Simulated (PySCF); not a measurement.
PySCF job for Mg(Cl)(OSiH3) (ClH3MgOSi), SMILES [SiH3][O][Mg][Cl], PBE0/pcJ-1. Geometry optimised at PBE0-D3(BJ)/def2-SVP. Other conformers were not sampled.

```python
import numpy as np
from pyscf import gto, scf, dft
from pyscf.prop.ssc import rks as ssc

mol = gto.M(
    atom='''
    Mg   -0.00000000   -0.00000000    0.68191391
    Cl    0.00000000    0.00000000    2.87591076
    O    -0.00000000    0.00000000   -1.10365557
    Si    0.00000000    0.00000000   -2.74246522
    H    -1.21062817    0.69895650   -3.28323076
    H     0.00000000   -1.39791301   -3.28323076
    H     1.21062818    0.69895649   -3.28323076
    ''',
    basis='pcJ-1',
    charge=0,
    spin=0,
    max_memory=1600,
    verbose=3,
)
mf = dft.RKS(mol, xc='pbe0')
mf.grids.level = 3
mf.conv_tol = 1e-10
mf.max_cycle = 100
mf.kernel()
j = ssc.SSC(mf)
j.with_fcsd = True
j.max_cycle_cphf = 80
j.conv_tol = 1e-7
e11 = j.kernel()
```

Output:

```
converged SCF energy = -1019.26664561231
Reduced spin-spin coupling constant K (Hz)
               #0        #1        #2        #3        #4
        0 Mg   0.00000
        1 Cl -18.56940   0.00000
        2 O   89.45240  -2.44126   0.00000
        3 Si  11.28576   0.25155 -18.28799   0.00000
        4 H    0.24151   0.01138   1.89022  33.57363   0.00000
        5 H    0.24153   0.01142   1.89021  33.57395   0.37996
        6 H    0.24151   0.01137   1.89043  33.57311   0.37997
               #5        #6
        5 H    0.00000
        6 H    0.37998   0.00000
Spin-spin coupling constant J (Hz)
               #0        #1        #2        #3        #4
        0 Mg   0.00000
        1 Cl   3.48150   0.00000
        2 O   23.18667   1.01326   0.00000
        3 Si   4.28879  -0.15307 -15.38536   0.00000
        4 H   -0.46160   0.03484  -7.99799 -208.26936   0.00000
        5 H   -0.46164   0.03496  -7.99795 -208.27131  11.85472
        6 H   -0.46159   0.03481  -7.99891 -208.26610  11.85516
               #5        #6
        5 H    0.00000
        6 H   11.85530   0.00000
```

The run converged.

Cost: around 110 core-seconds (rough).
